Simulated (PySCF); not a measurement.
**Removal energies of Ga²¹⁺ from EOM-IP-GCCSD**

Reference: closed-shell Ga²¹⁺, [Ne]; one electron is removed. Calculated with PySCF 2.14, two-component X2C-1e with screened spin-orbit coupling, an uncontracted even-tempered set (18 s from 1.3 bohr⁻², ratio 2.6; 12 p from 1.7 bohr⁻², ratio 2.6; 6 d from 1.7 bohr⁻², ratio 2.8; 3 f from 49 bohr⁻², ratio 2.8); frozen 1s2; the 50 highest virtual spinors dropped; of the others 44 kept and the rest restored at second order. No Breit or QED terms. Binding energies in eV.

| level | Koopmans |
| --- | --- |
| 2s1/2 | 2190.3 |
| 2p1/2 | 2040.1 |
| 2p3/2 | 2010.8 |

Problem. How does correlation move these levels?

Solution. 2s1/2: second order 2187.2, EOM-CCSD 2187.3; 2p1/2: second order 2038.0, EOM-CCSD 2038.1; 2p3/2: second order 2008.9, EOM-CCSD 2009.0.

For comparison, the ionisation energy of Ga²¹⁺ is 2010 ± 1.1 eV (semi-empirical (NIST evaluation); NIST Atomic Spectra Database, ionization energies).
